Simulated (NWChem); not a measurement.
methylammonium (CH6N cation); SMILES C[NH3+]

```xyz
8

C      0.0000     0.0000     0.8146
N      0.0000     0.0000    -0.7025
H     -1.0168     0.1956     1.1548
H      0.6778     0.7828     1.1548
H      0.3391    -0.9784     1.1548
H     -0.6253    -0.7236    -1.0803
H      0.9394    -0.1797    -1.0803
H     -0.3140     0.9034    -1.0803
```
Atoms are numbered in this order, from 1.

Computed with NWChem. Pople sets run with spherical d functions. All runs use the structure optimised with B3LYP/6-31G* (spherical d). B3LYP is NWChem's, with the RPA form of VWN correlation. Atomic charges in e: unrestrained fits to the electrostatic potential beside Mulliken populations; buried atoms are poorly determined by the fit.

For level B3LYP/def2-SVP:

| Quantity | Result |
|---|---|
| Mulliken C1 | 0.03 |
| Mulliken N2 | -0.02 |

What are these values for level Hartree-Fock/6-31G*?


| Item | Value |
|---|---|
| Mulliken C1 | -0.38 |
| Mulliken N2 | -0.89 |
